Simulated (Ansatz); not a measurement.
HgSe2⁻. Total charge -1; doublet. Geometry r2SCAN-D4/def2-TZVPD.

```csv
atom,x (Å),y (Å),z (Å)
Hg1,0.391,0.109,-2.038
Se2,-1.122,0.592,0.875
Se3,0.731,-0.701,1.162
```

In the def2 sets Hg takes a core potential; there is no spin–orbit coupling. At PBE-D4/def2-SVPD, PBE-D4/def2-TZVPD the highest occupied level of the charge -1 doublet lies above zero (up to 0.27 eV). By energy differences its removal costs 2.49 eV (vertical, to the charge 0 triplet, at PBE0-D4/def2-TZVPD). The structure comes from a short search, and lower isomers may exist.

Question: Estimate the α-spin orbital energies around the gap (eV) in Ansatz with PBE-D4/def2-SVPD, PBE-D4/def2-TZVPD, r2SCANh-D4/def2-TZVPD, PBE0-D4/def2-SVPD, BHLYP-D4/def2-TZVPD.

Answer: 
| orbital | PBE-D4/def2-SVPD | PBE-D4/def2-TZVPD | r2SCANh-D4/def2-TZVPD | PBE0-D4/def2-SVPD | BHLYP-D4/def2-TZVPD |
| --- | --- | --- | --- | --- | --- |
| HOMO−9 | -5.34 | -5.39 | -6.51 | -7.22 | -9.02 |
| HOMO−8 | -5.33 | -5.38 | -6.49 | -7.20 | -9.00 |
| HOMO−7 | -5.31 | -5.36 | -6.47 | -7.19 | -8.99 |
| HOMO−6 | -5.28 | -5.33 | -6.44 | -7.16 | -8.97 |
| HOMO−5 | -3.53 | -3.47 | -4.12 | -4.57 | -5.36 |
| HOMO−4 | -3.08 | -3.11 | -3.78 | -4.21 | -5.21 |
| HOMO−3 | -2.61 | -2.64 | -3.45 | -3.90 | -4.99 |
| HOMO−2 | -1.29 | -1.32 | -1.89 | -2.17 | -2.93 |
| HOMO−1 | -0.36 | -0.40 | -1.09 | -1.46 | -2.42 |
| HOMO | 0.09 | 0.05 | -0.49 | -0.90 | -1.79 |
| LUMO | 2.36 | 2.30 | 2.82 | 2.98 | 3.23 |
| LUMO+1 | 3.28 | 2.70 | 3.23 | 3.88 | 3.57 |
| LUMO+2 | 3.56 | 2.90 | 3.63 | 4.11 | 3.65 |
| LUMO+3 | 3.62 | 3.10 | 3.68 | 4.26 | 4.02 |
| LUMO+4 | 4.21 | 3.46 | 4.11 | 4.74 | 4.10 |
| LUMO+5 | 4.29 | 3.73 | 4.23 | 4.84 | 4.59 |
| β HOMO | 0.27 | 0.22 | -0.29 | -0.69 | -1.57 |
| β LUMO | 0.44 | 0.44 | 0.88 | 1.23 | 2.09 |
